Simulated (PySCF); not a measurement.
Ge(H)3(OSiH3) (GeH₆OSi), SMILES [SiH3][O][GeH3]. Heavy atoms are numbered as in [GeH3:1][O:2][SiH3:3]. Hydrogens are named by the atom that carries them.

Coordinates come from a B3LYP-D3(BJ)/def2-SVP optimisation. This is a generated structure with no PubChem entry under its InChIKey; it may be hypothetical.

Level of theory: PBE/pcSseg-1 run with PySCF.

GIAO shieldings, no solvent; atoms alike by connectivity are averaged. δ = σ(ref) − σ: ⁷³Ge against GeH4 (σ = 1614.4 ppm); ¹⁷O against H2O (σ = 334.3 ppm); ²⁹Si against TMS (σ = 335.4 ppm); ¹H against TMS (σ = 31.49 ppm), references at their B3LYP-D3(BJ)/def2-TZVP geometries, non-relativistic.

```
nucleus       atoms  count  δ (ppm)
-------  ----------  -----  -------
⁷³Ge     Ge1 (GeH3)      1    275.7
¹⁷O              O2      1     -1.4
²⁹Si     Si3 (SiH3)      1    -32.4
¹H         H on Ge1      3     5.68
¹H         H on Si3      3     5.50
```
